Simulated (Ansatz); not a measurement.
Ansatz (a quantum-chemistry and plane-wave program) input (HF/6-31G* with LANL2DZ past Ar): The .json file joins the Basis Set Exchange's 6-31G* for atoms up to Ar and LANL2DZ past it.

Ansatz 0.2 input:
```yaml
crystal:
  periodic: [false, false, false]
  atoms:
    - {symbol: Ga, position_ang: [0.03957979, 0.00913384, 0.02774404]}
    - {symbol: H, position_ang: [-0.35107743, -1.48820419, -0.36105227]}
    - {symbol: H, position_ang: [-0.87589598, 1.20505522, -0.49901300]}
basis:
  gaussian:
    orbitals: 6-31Gs+LANL2DZ.json
hamiltonian:
  xc: {name: HF}
magnetization: {spin_polarized: true, initial_magnetization: 1}
phonons: {temperatures: {t_min: 298.15, t_max: 298.15, t_step: 100}}
```

**Question.** Which harmonic wavenumbers does it give?

**Answer.** 787, 1851, 1879 cm⁻¹ (unscaled; negative means imaginary).
